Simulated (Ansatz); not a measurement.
Total energies of AlH$_{7}$O$_{2}$Si$_{2}$ (`[SiH3][O][AlH][O][SiH3]`).

Z-matrix (Å, degrees):
```
Si
O 1 1.626
H 1 1.488 2 110.7
H 1 1.486 2 109.7 3 120.1
H 1 1.487 2 109.8 3 -120.1
Al 2 1.677 1 163.4 3 13.3
O 6 1.677 2 119.8 1 1.1
H 6 1.564 2 120.1 1 -178.9
Si 7 1.626 6 163.2 2 0.9
H 9 1.487 7 109.8 6 -110.0
H 9 1.488 7 110.7 6 10.2
H 9 1.486 7 109.7 6 130.2
```

Charge 0, multiplicity 1. The geometry is a stationary point of PBE0-D4/def2-TZVP. It is one conformer, not always the lowest. Basis def2-TZVPP, Ansatz.

RPA on PBE orbitals: Hartree–Fock energy of these orbitals -973.82964 Eh, correlation -1.36238 Eh (frozen core).

| functional | kind | energy without D4 (Eh) | D4 term (kJ/mol) |
| --- | --- | --- | --- |
| LDA (SPW92) | LDA | -971.84522 | – |
| PBE | GGA | -975.73411 | -24.7 |
| revPBE | GGA | -976.11314 | -67.8 |
| BLYP | GGA | -976.32205 | -52.7 |
| r2SCAN | meta-GGA | -976.20242 | -6.4 |
| B97M-V | meta-GGA with VV10 | -976.11005 | – |
| PBE0 | global hybrid, 25 % exact exchange | -975.82477 | -21.3 |
| B3LYP | global hybrid, 20 % | -976.43501 | -39.7 |
| r2SCANh | meta-GGA hybrid, 10 % | -976.18907 | -6.9 |
| r2SCAN0 | meta-GGA hybrid, 25 % | -976.17030 | -7.6 |
| HSE06 (plane-wave form) | screened hybrid | -975.79796 | -20.1 |
| BHLYP | global hybrid, 50 % | -976.30024 | -32.8 |
| CAM-B3LYP | range-separated hybrid | -976.33706 | -22.0 |
| LC-ωPBE | long-range corrected hybrid | -976.00489 | – |
| ωB97X-V | range-separated hybrid GGA with VV10 | -976.17743 | – |
| ωB97M-V | range-separated hybrid meta-GGA with VV10 | -976.24415 | – |
| B2PLYP | double hybrid | -975.90838 | – |
| PBE-QIDH | double hybrid | -975.55814 | – |

B3LYP takes the VWN-RPA correlation (the form of Gaussian; ORCA's B3LYP/G). HSE06 is the plane-wave form, built on full-range PBE exchange. The double hybrids freeze the cores in their second-order part.

LC-ωPBE has ω = 0.4 bohr⁻¹.
